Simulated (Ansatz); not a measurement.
A run for Ansatz (a quantum-chemistry and plane-wave program): R-PBE/def2-TZVPPD on C3H9Al (SMILES [CH3][Al]([CH3])[CH3]) with ghost functions, monomers drawn apart or pushed together. Files ending in .json are basis or fitting sets from the Basis Set Exchange.

Ansatz 0.2 input:
```yaml
crystal:
  periodic: [false, false, false]
  atoms:
    - {symbol: C, position_ang: [0.00465871, 0.65506392, -1.10180150]}
    - {symbol: Al, position_ang: [0.15315316, -0.07140477, 0.73564969]}
    - {symbol: C, position_ang: [1.93289906, -0.09291338, 1.57865918]}
    - {symbol: C, position_ang: [-1.15786005, -1.44618792, 1.29854486]}
    - {symbol: H, position_ang: [0.46203798, -0.02607496, -1.82726899]}
    - {symbol: H, position_ang: [0.52357125, 1.61294718, -1.22390372]}
    - {symbol: H, position_ang: [-1.03133044, 0.79667961, -1.42949236]}
    - {symbol: H, position_ang: [1.88038753, -0.25454227, 2.65982725]}
    - {symbol: H, position_ang: [2.48305907, 0.83886942, 1.41459742]}
    - {symbol: H, position_ang: [2.55348150, -0.89853897, 1.17156102]}
    - {symbol: H, position_ang: [-1.22614783, -1.54824823, 2.38786421]}
    - {symbol: H, position_ang: [-0.86994613, -2.43432472, 0.92419760]}
    - {symbol: H, position_ang: [-2.16942039, -1.26098833, 0.92022612]}
basis:
  gaussian:
    orbitals: def2-TZVPPD.json
    ghost_atoms:
      - {symbol: O, position_ang: [-1.51934788, 2.79502099, 2.43316864]}
      - {symbol: H, position_ang: [-2.31504840, 2.51497709, 2.90417435]}
      - {symbol: H, position_ang: [-1.77863523, 3.47935419, 1.80237123]}
hamiltonian:
  xc: {name: PBE}
scf: {lower_state_search: off}
```

The log:

```
WARN ansatz: RAYON_NUM_THREADS=6 ignored (pool sized by the plan → 6); use --threads N
Functional definition: PBE
these checks for a lower state are left out or cut short: stability, starts, cluster_reference, orbital_swaps, neighbouring_geometries, increment
integrals: 0.42 GiB planned
1640 factors; their error is unknown
mean field: 2.90 GiB planned
mean field evaluation 1: about -9821.6588 eV, gradient 1.1e2 eV
mean field evaluation 2: about -9782.4383 eV, gradient 1.4e2 eV
mean field evaluation 4: about -9848.0615 eV, gradient 7.4e0 eV
mean field evaluation 8: about -9848.2140 eV, gradient 1.8e-1 eV
mean field evaluation 16: about -9848.1759 eV, gradient 2.7e-4 eV
mean field -9848.17592849 eV, -361.9137900385 hartree, gradient 1.1e-6 eV, S^2 0.000000; 0 other end points of the search recorded, 0 dependent functions left out
reference -9848.17599627 eV, -361.9137925294 hartree; 20, 20 occupied and 366, 366 virtual orbitals, 1640 factors
Total energy: -9848.17599627 eV, -361.9137925294 hartree
Checks for a lower state left out: stability, starts, cluster_reference, orbital_swaps, neighbouring_geometries, increment
```

The run converged.

Cost: very roughly 9 core-seconds.
